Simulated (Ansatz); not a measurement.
V2O2. Charge 0, multiplicity 1. Geometry r2SCAN-D4/def2-SVP.

Cartesian coordinates in Å:
```
V 0.617 -0.374 0.577
V -0.617 0.374 -0.577
O -0.679 0.728 1.197
O 0.679 -0.729 -1.197
```

The restricted singlet is unstable towards broken spin symmetry at other levels; at PBE-D4/def2-TZVPD, r2SCAN-D4/def2-TZVPD, B97M-V/def2-TZVP, PBE0-D4/def2-SVP and others this wasn't settled. The geometry of the singlet was relaxed on an unsound state (restricted singlet, unstable towards broken spin symmetry at other levels and untested here). At PBE0-D4/def2-TZVP a quintet of charge 0 lies 0.72 eV below the restricted singlet, each at its own geometry. That quintet is doubtful there (⟨S²⟩ 6.87, where a pure state has 6.00). The structure comes from a short search, and lower isomers may exist.

Q: Estimate the orbital energies around the gap (eV) in Ansatz with PBE-D4/def2-TZVPD, r2SCAN-D4/def2-TZVPD, B97M-V/def2-TZVP, PBE0-D4/def2-SVP, ωB97X-V/def2-TZVP.

A: 
| orbital | PBE-D4/def2-TZVPD | r2SCAN-D4/def2-TZVPD | B97M-V/def2-TZVP | PBE0-D4/def2-SVP | ωB97X-V/def2-TZVP |
| --- | --- | --- | --- | --- | --- |
| HOMO−13 | -42.12 | -43.50 | -44.13 | -45.66 | -48.33 |
| HOMO−12 | -41.67 | -43.13 | -43.82 | -45.17 | -47.90 |
| HOMO−11 | -40.23 | -41.67 | -42.37 | -43.74 | -46.45 |
| HOMO−10 | -22.34 | -23.51 | -24.31 | -24.31 | -27.55 |
| HOMO−9 | -22.03 | -23.18 | -23.98 | -23.95 | -27.16 |
| HOMO−8 | -9.28 | -9.43 | -9.40 | -10.15 | -12.82 |
| HOMO−7 | -8.89 | -9.15 | -9.20 | -10.07 | -12.80 |
| HOMO−6 | -8.34 | -8.47 | -8.42 | -9.15 | -11.84 |
| HOMO−5 | -8.10 | -8.32 | -8.24 | -9.10 | -11.75 |
| HOMO−4 | -7.91 | -8.08 | -8.11 | -8.71 | -11.26 |
| HOMO−3 | -7.28 | -7.50 | -7.52 | -8.25 | -10.80 |
| HOMO−2 | -5.62 | -5.74 | -5.83 | -6.70 | -9.21 |
| HOMO−1 | -4.83 | -4.87 | -4.88 | -5.54 | -8.03 |
| HOMO | -4.59 | -4.64 | -4.59 | -5.03 | -7.34 |
| LUMO | -3.24 | -2.90 | -2.96 | -1.97 | -0.47 |
| LUMO+1 | -2.90 | -2.80 | -2.84 | -1.24 | 0.72 |
| LUMO+2 | -2.29 | -1.97 | -2.02 | -0.77 | 0.87 |
| LUMO+3 | -2.17 | -1.91 | -1.88 | -0.74 | 1.06 |
| LUMO+4 | -2.02 | -1.80 | -1.83 | -0.62 | 1.12 |
| LUMO+5 | -1.89 | -1.65 | -1.76 | -0.35 | 1.66 |
